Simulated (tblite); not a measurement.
C4H9NSi.
SMILES: `CC1=N[Si@@H](C)C1`

Computed values, GFN2-xTB/tblite, gas phase, harmonic and unscaled. This tight-binding method is rough: wavenumbers can miss measured ones by several per cent, in bad cases by 10 to 20. Modes of hydrogen on silicon can be 10 to 20 % off.

Harmonic wavenumbers (cm⁻¹): 78.9, 89.8, 102.6, 156.8, 241.5, 319.5, 423.6, 485.0, 540.8, 625.4, 658.0, 705.3, 773.6, 818.2, 828.8, 855.1, 924.7, 932.5, 995.0, 1067.5, 1119.4, 1279.3, 1367.1, 1377.2, 1434.6, 1451.7, 1457.2, 1477.9, 1485.2, 1623.8, 2282.3, 2990.3, 2998.9, 2999.7, 3010.9, 3047.2, 3050.7, 3053.4, 3059.6.

A = 7118, B = 1781, C = 1678 MHz; mass 99.050 u (most abundant isotopes); point group C1, symmetry number 1.

Problem. What is the zero-point energy?

Solution. Half the sum of the wavenumbers: 26094 cm⁻¹ = 312.16 kJ/mol.

Problem. Entropy at 273.15 K, 1 bar (ideal gas, RRHO, classical rotation)?

Solution. Translation 164.35, rotation 112.36, vibration 80.99: S = 357.7 J/(mol K).

Problem. And Cp and H(273.15 K) − H(0)?

Solution. Cp = 121.15 J/(mol K), of which vibrations give 87.90 (their classical limit is 39 R = 324.3); H(273.15 K) − H(0) = 21.05 kJ/mol without the zero-point energy, 11.96 from vibrations.

Problem. Blend soft modes into free rotors: weight 1/[1 + (100 cm⁻¹/ν̃)⁴] for the oscillator and the rest for a rotor with moment μB/(μ + B), μ = h/(8π²ν), B = 10⁻⁴⁴ kg m². What vibrational entropy results?

Solution. 76.21 J/(mol K) in place of 80.99, which changes −T·S at 273.15 K by +1.30 kJ/mol.

Problem. Which modes carry the vibrational entropy at 273.15 K?

Solution. 78.9 cm⁻¹: 15.67; 89.8 cm⁻¹: 14.62; 102.6 cm⁻¹: 13.53; 156.8 cm⁻¹: 10.14; 241.5 cm⁻¹: 6.85; 319.5 cm⁻¹: 4.90 J/(mol K); the other 33 give 15.28 together.

Problem. What must be added to the electronic energy to get the Gibbs energy at 273.15 K and 1 bar?

Solution. ZPE + [H(273.15 K) − H(0)] − T·S = 312.16 + 21.05 − 97.71 = 235.50 kJ/mol.

Hindered rotation and anharmonicity are outside this model. The structure is chiral; the term R ln 2 for an equal mix with its mirror image is left out.

The run took 0.43 s wall on an Arm Neoverse V1 with one thread, on a shared host. This covers the Hessian and the dipole derivatives.
